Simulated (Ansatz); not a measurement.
Born–Oppenheimer molecular dynamics of BrH + CH3F (7 atoms, charge 0, multiplicity 1). It starts from a relaxed structure.

Level of theory: Ansatz, RKS B3LYP/def2-SVP.

```json
{"ensemble": "NVE (velocity Verlet)", "time step": "0.25 fs", "steps asked": "400", "starting velocities drawn for": "300 K", "seed": "484780"}
```

Frames 5 fs apart, positions in Å.

Velocities at 0.0 fs (Å/ps):

```
Br 0.26 -0.07 0.55
H 2.12 -23.23 38.70
C -0.51 7.65 -2.81
F -0.89 -2.35 -0.67
H -5.78 -6.57 -8.59
H -1.04 -1.34 -18.48
H 6.83 -9.81 -9.01
```

```xyz
7
Properties=species:S:1:pos:R:3 time_fs=0.0 energy_less_start_eV=0.000 T=300
Br -0.498 1.046 -2.635
H -1.263 -0.125 -2.927
C 0.351 -0.161 1.071
F 0.377 -0.829 2.271
H -0.676 0.174 0.845
H 0.696 -0.826 0.260
H 1.013 0.721 1.115
7
Properties=species:S:1:pos:R:3 time_fs=5.0 energy_less_start_eV=0.050 T=223
Br -0.497 1.045 -2.632
H -1.229 -0.204 -2.728
C 0.348 -0.132 1.054
F 0.373 -0.839 2.266
H -0.690 0.155 0.814
H 0.674 -0.798 0.222
H 1.057 0.709 1.080
7
Properties=species:S:1:pos:R:3 time_fs=10.0 energy_less_start_eV=0.034 T=247
Br -0.497 1.043 -2.630
H -1.149 -0.205 -2.521
C 0.346 -0.123 1.042
F 0.368 -0.842 2.250
H -0.681 0.209 0.825
H 0.660 -0.778 0.230
H 1.047 0.734 1.083
7
Properties=species:S:1:pos:R:3 time_fs=15.0 energy_less_start_eV=0.036 T=244
Br -0.496 1.042 -2.627
H -1.090 -0.243 -2.315
C 0.344 -0.124 1.044
F 0.364 -0.838 2.224
H -0.666 0.294 0.864
H 0.671 -0.797 0.207
H 1.000 0.753 1.119
7
Properties=species:S:1:pos:R:3 time_fs=20.0 energy_less_start_eV=0.048 T=226
Br -0.496 1.040 -2.624
H -1.000 -0.205 -2.133
C 0.341 -0.127 1.049
F 0.360 -0.832 2.197
H -0.655 0.309 0.883
H 0.650 -0.742 0.215
H 1.020 0.753 1.148
7
Properties=species:S:1:pos:R:3 time_fs=25.0 energy_less_start_eV=0.057 T=212
Br -0.496 1.037 -2.621
H -0.904 -0.153 -1.957
C 0.339 -0.107 1.052
F 0.355 -0.834 2.178
H -0.684 0.280 0.862
H 0.640 -0.722 0.149
H 1.062 0.708 1.138
7
Properties=species:S:1:pos:R:3 time_fs=30.0 energy_less_start_eV=0.065 T=199
Br -0.495 1.035 -2.618
H -0.817 -0.110 -1.786
C 0.337 -0.083 1.032
F 0.350 -0.845 2.171
H -0.681 0.284 0.846
H 0.611 -0.679 0.175
H 1.098 0.732 1.109
7
Properties=species:S:1:pos:R:3 time_fs=35.0 energy_less_start_eV=0.069 T=193
Br -0.495 1.031 -2.615
H -0.714 0.003 -1.674
C 0.339 -0.058 1.013
F 0.346 -0.856 2.164
H -0.672 0.366 0.855
H 0.623 -0.717 0.140
H 1.048 0.763 1.090
7
Properties=species:S:1:pos:R:3 time_fs=40.0 energy_less_start_eV=0.100 T=145
Br -0.495 1.028 -2.612
H -0.625 0.077 -1.535
C 0.337 -0.053 1.000
F 0.341 -0.860 2.149
H -0.649 0.426 0.874
H 0.612 -0.676 0.164
H 1.045 0.811 1.106
7
Properties=species:S:1:pos:R:3 time_fs=45.0 energy_less_start_eV=0.064 T=201
Br -0.495 1.025 -2.608
H -0.540 0.184 -1.453
C 0.336 -0.046 1.010
F 0.337 -0.854 2.124
H -0.658 0.416 0.877
H 0.614 -0.647 0.098
H 1.060 0.753 1.135
7
Properties=species:S:1:pos:R:3 time_fs=50.0 energy_less_start_eV=0.105 T=138
Br -0.495 1.022 -2.604
H -0.464 0.297 -1.390
C 0.334 -0.045 1.020
F 0.332 -0.847 2.098
H -0.675 0.386 0.874
H 0.594 -0.584 0.105
H 1.128 0.735 1.162
7
Properties=species:S:1:pos:R:3 time_fs=55.0 energy_less_start_eV=0.106 T=137
Br -0.495 1.019 -2.601
H -0.400 0.382 -1.306
C 0.339 -0.030 1.022
F 0.326 -0.850 2.079
H -0.659 0.416 0.887
H 0.598 -0.595 0.093
H 1.098 0.736 1.158
```

Of the whole run (100 fs, mean temperature of the second half 116 K): The conserved energy stayed within 0.02 meV per atom of its start (net change 0.014 meV per atom), so the integration is sound. A run of 0.1 ps of so small a system gives no equilibrium averages.

The run took 10 min on 2 threads of Arm Neoverse N1, with other jobs on the host, peak memory 0.15 GiB.
